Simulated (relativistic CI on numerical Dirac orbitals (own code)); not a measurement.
**Electric-dipole lines of F V**

Method of calculation: Dirac-Coulomb-Breit CI, orbitals from a KLI potential per configuration, QED by a radiative potential, valence Slater integrals scaled by 0.85, configuration energies shifted to the measured levels that pair with them (semi-empirical) (own radial code, finite nucleus).

Configuration list (outside the closed core 1s2): 2s²2p, 2s2p², 2p³, 2s²3s, 2s²3d, 2s2p3p, 2s2p3d, 2s²4s, 2s²4d, 2p²3s, 2s²5d, 2s2p4d, 2s²6d, 2p²3d, 2s²3p, 2p²3p, 2s2p3s, 2s²4p, 2s²4f, 2s2p4s, 2s2p4p, 2s3s², 2s2p4f, 2s3s3p, 2s3s3d, 2s3p², 2s3p3d, 2s3d², 2p3s², 2p3s3p. Levels of other configurations are missing.

```tsv
λ vac (nm)	Lower	Upper	A (s⁻¹)	gf	Branching (%)
13.396	2s2p² ⁴P5/2 [5]	2s2p4d ⁴P°5/2 [128]	2.64e+10	4.26e-01	88.1
13.404	2s2p² ⁴P3/2 [4]	2s2p4d ⁴D°5/2 [126]	3.77e+10	6.10e-01	85.7
13.406	2s2p² ⁴P5/2 [5]	2s2p4d ⁴D°7/2 [127]	4.42e+10	9.52e-01	93.1
13.441	2s²2p ²P°1/2 [1]	2s²4d ²D3/2 [59]	2.75e+10	2.98e-01	72.4
13.454	2s²2p ²P°3/2 [2]	2s²4d ²D5/2 [60]	3.30e+10	5.37e-01	86.9
14.471	2s2p² ²D5/2 [6]	2s2p4d ²F°7/2 [154]	1.64e+10	4.12e-01	86.0
14.764	2s²2p ²P°1/2 [1]	2s2p3p ²D3/2 [36]	2.71e+10	3.55e-01	79.7
14.770	2s²2p ²P°3/2 [2]	2s2p3p ²D5/2 [37]	3.29e+10	6.45e-01	96.8
15.856	2s2p² ²D5/2 [6]	2s2p3d ²F°7/2 [75]	3.89e+10	1.17e+00	78.2
15.857	2s2p² ²D3/2 [7]	2s2p3d ²F°5/2 [76]	3.68e+10	8.33e-01	73.3
16.411	2s2p² ⁴P1/2 [3]	2s2p3d ⁴P°3/2 [50]	2.17e+10	3.51e-01	34.2
16.415	2s2p² ⁴P3/2 [4]	2s2p3d ⁴P°1/2 [51]	5.50e+10	4.44e-01	86.6
16.428	2s2p² ⁴P5/2 [5]	2s2p3d ⁴P°3/2 [50]	2.98e+10	4.83e-01	47.0
16.432	2s2p² ⁴P5/2 [5]	2s2p3d ⁴P°5/2 [49]	4.71e+10	1.14e+00	75.4
16.512	2s2p² ⁴P1/2 [3]	2s2p3d ⁴D°3/2 [44]	5.27e+10	8.61e-01	45.7
16.514	2s2p² ⁴P1/2 [3]	2s2p3d ⁴D°1/2 [43]	9.84e+10	8.05e-01	85.2
16.517	2s2p² ⁴P3/2 [4]	2s2p3d ⁴D°5/2 [45]	8.66e+10	2.12e+00	75.3
16.519	2s2p² ⁴P3/2 [4]	2s2p3d ⁴D°3/2 [44]	5.83e+10	9.54e-01	50.6
16.523	2s2p² ⁴P5/2 [5]	2s2p3d ⁴D°7/2 [46]	1.15e+11	3.77e+00	99.9
16.526	2s2p² ⁴P5/2 [5]	2s2p3d ⁴D°5/2 [45]	2.83e+10	6.95e-01	24.6
16.598	2s²2p ²P°1/2 [1]	2s²3d ²D3/2 [19]	6.58e+10	1.09e+00	83.2
16.617	2s²2p ²P°3/2 [2]	2s²3d ²D5/2 [20]	7.88e+10	1.96e+00	99.8
17.260	2s2p² ²P3/2 [10]	2s2p3d ²P°3/2 [78]	3.60e+10	6.43e-01	49.3
17.500	2s2p² ²P1/2 [9]	2s2p3d ²D°3/2 [73]	6.67e+10	1.22e+00	69.7
17.513	2s2p² ²P3/2 [10]	2s2p3d ²D°5/2 [74]	8.01e+10	2.21e+00	83.9
17.947	2s2p² ²D5/2 [6]	2s2p3d ²F°7/2 [56]	7.81e+10	3.02e+00	99.8
17.962	2s2p² ²D3/2 [7]	2s2p3d ²F°5/2 [55]	7.17e+10	2.08e+00	92.5
18.383	2s2p² ²D5/2 [6]	2s2p3d ²D°5/2 [48]	2.81e+10	8.56e-01	61.9
18.386	2s2p² ²D3/2 [7]	2s2p3d ²D°3/2 [47]	2.91e+10	5.90e-01	65.4
19.146	2s2p² ²S1/2 [8]	2s2p3d ²P°3/2 [57]	4.17e+10	9.17e-01	86.1
46.537	2s²2p ²P°1/2 [1]	2s2p² ²P1/2 [9]	6.09e+09	3.96e-01	65.3
46.598	2s²2p ²P°3/2 [2]	2s2p² ²P3/2 [10]	7.79e+09	1.01e+00	83.4
52.739	2s2p² ²D5/2 [6]	2p³ ²P°3/2 [15]	3.07e+09	5.12e-01	51.0
53.759	2s²3d ²D3/2 [19]	2s2p3d ²F°5/2 [76]	9.85e+09	2.56e+00	19.6
53.771	2s²3d ²D5/2 [20]	2s2p3d ²F°7/2 [75]	1.06e+10	3.67e+00	21.2
53.956	2s2p² ⁴P3/2 [4]	2p³ ⁴S°3/2 [11]	2.57e+09	4.48e-01	33.4
54.058	2s2p² ⁴P5/2 [5]	2p³ ⁴S°3/2 [11]	3.82e+09	6.70e-01	49.8
54.394	2s²3d ²D5/2 [20]	2s2p3d ²D°5/2 [74]	3.39e+09	9.02e-01	3.5
56.878	2s2p3p ⁴D5/2 [30]	2s2p4d ⁴F°7/2 [117]	3.02e+09	1.17e+00	80.8
56.909	2s2p3p ⁴D7/2 [31]	2s2p4d ⁴F°9/2 [118]	3.45e+09	1.67e+00	99.3
63.659	2s²2p ²P°3/2 [2]	2s2p² ²D5/2 [6]	1.12e+09	4.08e-01	100.0
64.901	2s2p² ²D5/2 [6]	2p³ ²D°5/2 [12]	1.94e+09	7.34e-01	75.6
75.702	2s2p² ²P3/2 [10]	2p³ ²P°3/2 [15]	1.64e+09	5.63e-01	27.2
268.54	2s2p3p ²D5/2 [37]	2s2p3d ²F°7/2 [56]	1.64e+08	1.42e+00	0.2
310.14	2s2p3p ⁴D7/2 [31]	2s2p3d ⁴F°9/2 [42]	9.51e+07	1.37e+00	100.0
```

Terms are leading LS components. Brackets give the number of a level in order of energy, since labels repeat. The list gives strong lines, with weight on those to low levels, without configurations that were not tied to measured data, without lines whose two gauges differ by over a factor of 2.5, among the lowest 194 of 291 levels, so that lines to higher ones, which can be the strongest, are missing. Levels whose partners in the same complex of configurations lie outside the list can be far off, and so can their lines. Rates are taken at the computed energies, electric ones in the length gauge.

Configurations whose levels could be paired with our table of measured levels were shifted onto them, all but the ground configuration, by the median error of their levels; single terms can still be off by 1,000 to 2,000 cm⁻¹ or more, and rates follow the energies as ν³ (E1, M1) or ν⁵ (E2). The others borrow a shift and can be off by several thousand cm⁻¹ or more. 37 of the 37 excited levels that our extract of the measured tables holds in this range could be paired (the sources list more); they are missed by 678 cm⁻¹ on average and 4952 at most, after the shifts were fitted to these levels, and levels without a partner can miss by more.
